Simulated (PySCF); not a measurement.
SiHBr3, SMILES Br[SiH](Br)Br.

Geometry optimised at PBE-D3(BJ)/def2-SVP.

Computed with PBE-D3(BJ)/def2-SVP (PySCF).

Frequencies are harmonic and unscaled.

Modes within 1.5 cm⁻¹ of each other (mostly degenerate sets) share a row, with their intensities summed.

```csv
mode,ν (cm⁻¹),IR (km/mol),moving atoms (share of kinetic energy)
1–2,101,0.9,Br 93 %
3,160,1.2,"Br 77 %, Si 22 %"
4,351,13.6,"Si 64 %, Br 34 %"
5–6,468,203.9,"Si 75 %, Br 20 %"
7–8,739,259.4,H 93 %
9,2216,52.4,H 96 %
```
